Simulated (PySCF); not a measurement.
**Tl⁻ (thallium, charge -1) across methods**

[Xe] 4f14 5d10 6s2 6p2, high-spin 3P determinant. Calculation: PySCF 2.14, in aug-cc-pwCVTZ-PP with ECP60MDF (8s7p6d4f1g, 96 functions); a scalar-relativistic core potential.

```tsv
method	E (hartree)	mean ε 6s α (eV)	mean ε 6s β (eV)	mean ε 6p α (eV)	Σ⟨r²⟩ (bohr²)	⟨S²⟩
PBE0	-172.5150	-6.079	-5.182	0.785	114.7	2.002
BHandHLYP	-172.3886	-6.933	-5.895	0.468	113.5	2.003
PBE	-172.5544	-5.153	-4.569	1.206	120.8	2.001
r2SCAN	-172.5973	-5.336	-4.538	1.144	114.7	2.005
HSE06	-172.5147	-5.712	-4.883	1.079	116.1	2.002
revPBE	-172.6051	-5.101	-4.492	1.226	121.2	2.001
CAM-B3LYP	-172.4772	-7.297	-6.323	0.156	110.7	2.003
LDA	-172.2813	-5.377	-4.868	1.146	119.3	2.001
```

**Question.** Estimate the same row for UHF.

**Answer.** E (hartree) = -171.51506; mean ε 6s α (eV) = -8.403; mean ε 6s β (eV) = -6.556; mean ε 6p α (eV) = -0.462; Σ⟨r²⟩ (bohr²) = 112.3; ⟨S²⟩ = 2.013.

Energies and moments cover only the electrons outside the core potential. Spin-orbit coupling is strong in this species (close to jj coupling), so the high-spin LS determinant is a model state, not a physical level.

The highest occupied level is positive at PBE0, BHandHLYP, PBE, r2SCAN, HSE06, revPBE, CAM-B3LYP, LDA: only the finite basis holds that electron, which in a density functional comes from self-interaction.
